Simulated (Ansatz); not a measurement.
Reactions of F$_{2}$GeH$_{2}$OS (`[OH][Ge]([F])([F])[SH]`).

Calculated with Ansatz (gas phase, PBE0-D4/def2-TZVP geometries, no zero-point term in ΔE). CCSD(T)/CBS is the MP2 limit (def2-TZVPP, def2-QZVPP) plus CCSD(T) − MP2 in def2-TZVPP, frozen cores. This one scheme is used for every species, atoms too. For atomizations the MP2-based limit and the directly extrapolated one differ by several kJ/mol either way, and by 10 to 25 for some Ge, Se and Sn compounds, so smaller differences from it don't rank the levels. DFT in def2-TZVPP. Open shells (•) are unrestricted, without spin–orbit coupling. Spin–orbit coupling would lower the free atoms: a little for F, O, S; clearly for Ge. Bonds to Ge are less sure, by a few kJ/mol each and by 10 to 20 or more in all where they break to atoms, as the def2 sets lack core-valence functions. Scalar relativity is left out up to krypton. Each species was taken in one conformer, which may not be the lowest.

```json
{"reaction": "`[OH][Ge]([F])([F])[SH]` + SiH₄ → `[OH][Ge]([F])([F])[SiH3]` + H₂S", "ωB97X-V (kJ/mol)": "24", "CCSD(T)/def2-SVP (kJ/mol)": "32", "r2SCAN-D4 (kJ/mol)": "25", "revPBE-D4 (kJ/mol)": "20"}
{"reaction": "`[OH][Ge]([F])([F])[SH]` → 2 F• + Ge• + 2 H• + O• + S•", "ωB97X-V (kJ/mol)": "2476", "CCSD(T)/def2-SVP (kJ/mol)": "2253", "r2SCAN-D4 (kJ/mol)": "2473", "revPBE-D4 (kJ/mol)": "2421"}
{"reaction": "`[OH][Ge]([F])([F])[SH]` + H–F → `[F][Ge]([F])([F])[SH]` + H₂O", "ωB97X-V (kJ/mol)": "-20", "CCSD(T)/def2-SVP (kJ/mol)": "-20", "r2SCAN-D4 (kJ/mol)": "-22", "revPBE-D4 (kJ/mol)": "-18"}
{"reaction": "`[OH][Ge]([F])([F])[SH]` + HCl → `[OH][Ge]([F])([F])[Cl]` + H₂S", "ωB97X-V (kJ/mol)": "-18", "CCSD(T)/def2-SVP (kJ/mol)": "-21", "r2SCAN-D4 (kJ/mol)": "-16", "revPBE-D4 (kJ/mol)": "-11"}
{"reaction": "`[OH][Ge]([F])([F])[SH]` → `[F][Ge]([F])[SH]`• + `[OH]`•", "ωB97X-V (kJ/mol)": "452", "CCSD(T)/def2-SVP (kJ/mol)": "442", "r2SCAN-D4 (kJ/mol)": "429", "revPBE-D4 (kJ/mol)": "413"}
```

Give the CCSD(T)/CBS values in the same order. (Best estimate.)

The calculation gave: 23, 2479, -16, -15, 466 kJ/mol.

Largest T1 diagnostic: 0.015, for `[F][Ge]([F])[SH]`•.
